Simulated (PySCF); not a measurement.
C6H11O (doublet state).
Cartesian coordinates in Å at the PBE0-D3(BJ)/def2-SVP level; atoms count from 1:
```
atom  x, y, z in Å
C1     1.0959    1.1333   -0.0719
C2    -0.1241    1.3878    0.7423
C3    -1.3696    0.6467    0.2231
C4    -1.3023   -0.8659    0.3883
C5    -0.0623   -1.5306   -0.1926
O6     1.1059   -1.2204    0.5266
C7     1.8520   -0.1438    0.0279
H8     1.4934    1.9147   -0.7272
H9     0.0499    1.0755    1.7903
H10   -0.3354    2.4684    0.7632
H11   -2.2589    1.0260    0.7543
H12   -1.5119    0.8994   -0.8424
H13   -1.3384   -1.1233    1.4612
H14   -2.1925   -1.3267   -0.0740
H15    0.0561   -1.2663   -1.2631
H16   -0.1819   -2.6255   -0.1417
H17    2.7122   -0.0418    0.7207
H18    2.2943   -0.3948   -0.9618
```

The calculation used PySCF 2.14.0, PBE0-D3(BJ)/def2-SVP geometry optimisation, gas phase.

Take the most abundant isotopes and a rigid rotor. The values belong to one conformer with, in the numbering `[CH:1]1[CH2:2][CH2:3][CH2:4][CH2:5][O:6][CH2:7]1`, C7–C1–C2–C3 -76°, C1–C2–C3–C4 69°, C2–C3–C4–C5 -53°, C3–C4–C5–O6 70°.

Question: Give the principal moments of inertia and the rotational constants in MHz.

Answer: Ia = 145.64, Ib = 164.17, Ic = 273.70 u·Å²; 505379 MHz·u·Å²/I gives A = 3470, B = 3078, C = 1846 MHz.

Question: Classify the top.

Answer: An asymmetric top; Ray's κ = 0.518.

Question: Is it planar, by Δ = Ic − Ia − Ib?

Answer: Not planar: Δ = Ic − Ia − Ib = -36.11 u·Å². For a rigid frame Δ = −2 Σ m c², so Σ m c² = 18.06 u·Å² lies off the ab plane: 10.04 from hydrogen and 8.01 from heavier atoms. The atom farthest from that plane is 1.45 Å away.

Question: Give the other two planar moments, Paa and Pbb, and the rms extents of the mass along the axes.

Answer: Paa = Σ m a² = (Ib + Ic − Ia)/2 = 146.12 and Pbb = Σ m b² = (Ia + Ic − Ib)/2 = 127.59 u·Å². With the mass M = 99.08 u, the rms extents √(P/M) along a, b and c are 1.21, 1.13, 0.43 Å.

Question: Which lines would a microwave search look for?

Answer: The dipole components are |μa| = 0.62 D, |μb| = 0.50 D, |μc| = 0.89 D. The squared components, which scale the intensities, stand as 0.49 : 0.32 : 1.00 (a : b : c). Some lines, for components of 0.1 D or more:

```
type  branch         J(Ka,Kc)    MHz  lower level (cm⁻¹)
   c       Q  4(3,2) ← 4(2,2)   1030               1.962
   c       Q  2(2,1) ← 2(1,1)   1175               0.588
   b       Q  3(2,1) ← 3(1,2)   3542               1.107
   b       Q  4(4,0) ← 4(3,1)   4168               2.080
   c       Q  5(5,1) ← 5(4,1)   5606               3.154
   b       Q  4(3,2) ← 4(2,3)   7379               1.750
   b       Q  5(2,4) ← 5(1,5)  12687               2.083
   c       R  2(1,1) ← 1(0,1)  12705               0.164
   c       R  2(2,0) ← 1(1,0)  13176               0.218
   c       R  2(2,1) ← 1(1,1)  13488               0.177
   b       R  2(2,0) ← 1(1,1)  14408               0.177
   b       R  4(1,4) ← 3(0,3)  16193               0.880
   a       R  4(1,3) ← 3(1,2)  19184               1.107
   c       R  4(4,1) ← 3(3,1)  27109               1.304
   b       R  5(3,2) ← 4(2,3)  38202               1.750
```

Question: Estimate the classical rotational partition function at 10 K, 50 K and 298.15 K.

Answer: Point group C1, symmetry number σ = 1; q = (√π/σ)·√((kT/h)³/(ABC)), k/h = 20836.6 MHz/K: 1200 at 10 K, 13400 at 50 K, 195000 at 298.15 K.

For this open shell read J as N, the rotation without spin; fine and hyperfine splittings come on top. Not checked by PBE0-D3(BJ)/def2-SVP frequencies. ⟨S²⟩ = 0.755 (exact for a doublet: 0.75). Constants of a rigid frame at the computed geometry: no zero-point averaging, no centrifugal distortion.

Hardware: one thread, Arm Neoverse N1, no GPU (shared host). Cost: 4.2 min. This is the geometry optimisation.
